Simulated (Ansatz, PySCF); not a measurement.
Molecule: NH, net charge 1, doublet state. SMILES: [NH+]
Coordinates optimised at B3LYP-D3(BJ)/def2-TZVP (Ansatz, a first-principles code):
```xyz
2

N      0.0000     0.0000    -0.1353
H      0.0000     0.0000     0.9473
```
Charge +1, spin multiplicity 2.

Quantity: vertical ionisation energy (to the triplet state of charge +2; each state is the SCF solution reached for its spin; the UHF <S^2> is 1.25 for the doublet (pure: 0.75); for the doublet T1 is 0.111), in eV. Correlated levels leave the core frozen unless marked. UHF or UKS for open shells. No spin-orbit coupling. Non-relativistic. Basis-set limits of correlation are two-point, X^-3; Hartree-Fock from the larger set.

```
level                                 program  vertical ionisation energy (eV)
------------------------------------  -------  -------------------------------
SVWN5/def2-TZVPD                       Ansatz                            27.20
PBE/def2-TZVPD                         Ansatz                            27.32
r2SCAN/def2-TZVPD                      Ansatz                            27.14
PBE0/def2-TZVPD                        Ansatz                            27.22
BHLYP/def2-TZVPD                       Ansatz                            27.11
CAM-B3LYP/def2-TZVPD                   Ansatz                            27.32
wB97M-V/def2-TZVPD                     Ansatz                            27.14
wB97X-V/def2-TZVPD                     Ansatz                            27.19
CCSD/aug-cc-pVDZ                       Ansatz                            26.79
CCSD/def2-SVPD                         Ansatz                            26.78
CCSD/aug-cc-pVTZ                       Ansatz                            26.98
CCSD/aug-cc-pVQZ                       Ansatz                            27.05
CCSD/def2-QZVPPD                       Ansatz                            27.04
CCSD/CBS(aug-cc-pVTZ,aug-cc-pVQZ)      Ansatz                            27.09
CCSD/CBS(def2-TZVPPD,def2-QZVPPD)      Ansatz                            27.09
CCSD(T)/aug-cc-pVDZ                    Ansatz                            26.82
CCSD(T)/def2-SVPD                      Ansatz                            26.81
CCSD(T)/aug-cc-pVTZ                    Ansatz                            27.04
CCSD(T)/aug-cc-pVQZ                    Ansatz                            27.10
CCSD(T)/CBS(def2-TZVPPD,def2-QZVPPD)   Ansatz                            27.15
CCSD(T)/CBS(aug-cc-pVTZ,aug-cc-pVQZ)   Ansatz                            27.15
```

For comparison, minus the highest occupied orbital energy (PySCF): 20.66 eV at TPSS/def2-TZVPD, 22.53 eV at PW6B95/def2-TZVPD, 20.41 eV at BP86/def2-TZVPD.
